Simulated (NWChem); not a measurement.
## Atomisation of C$_{4}$H$_{4}$ClF

```xyz
10

F     -1.2366     1.4372     0.7358
C     -0.9748     0.5070    -0.2457
C     -1.7070    -0.8711    -0.1086
C     -0.3205    -1.4966    -0.0976
C      0.3025    -0.2948    -0.1180
Cl     1.9438     0.2133    -0.1029
H     -1.1096     0.9970    -1.2364
H     -2.2601    -0.9373     0.8509
H     -2.3815    -1.1509    -0.9460
H      0.0340    -2.5366    -0.1215
```
Charge 0, spin multiplicity 1.

Everything below was run with NWChem. Structure: optimised with PBE/def2-SVP, a minimum by its harmonic frequencies. It is one conformer; others weren't searched.

Basis set: def2-SVP. The atomisation energy is electronic alone: no zero-point, thermal, spin-orbit or counterpoise terms. No value is extrapolated to the basis-set limit. Free atoms are single determinants with multiplicities F 2, C 3, Cl 2, H 2. Correlated methods freeze the same cores in atoms and molecule, 10 orbitals in all.

```json
[
 {"method": "BHandHLYP", "atomisation energy (kcal/mol)": "955.7", "relative cost": "under 3"},
 {"method": "MP2", "atomisation energy (kcal/mol)": "970.8", "relative cost": "under 3"},
 {"method": "r2SCAN", "atomisation energy (kcal/mol)": "1007.5", "relative cost": "4"},
 {"method": "PBE", "atomisation energy (kcal/mol)": "1042.6", "relative cost": "under 3"},
 {"method": "B3LYP", "atomisation energy (kcal/mol)": "992.2", "relative cost": "under 3"},
 {"method": "BLYP", "atomisation energy (kcal/mol)": "994.0", "relative cost": "under 3"},
 {"method": "HF", "atomisation energy (kcal/mol)": "719.3", "relative cost": "1"},
 {"method": "PBE0", "atomisation energy (kcal/mol)": "1016.0", "relative cost": "under 3"}
]
```

The values span 323.4 kcal/mol, from HF (lowest) to PBE (highest). Costs are rough ratios of processor time within this set of runs, SCF included, with HF as 1. Costs are the molecule's.

B3LYP has NWChem's definition, with VWN1-RPA local correlation. The structure started from a generated list of species. No SCF solution was tested for a lower state. Open-shell Hartree-Fock references start from PBE0 orbitals; any time given for them includes that run.
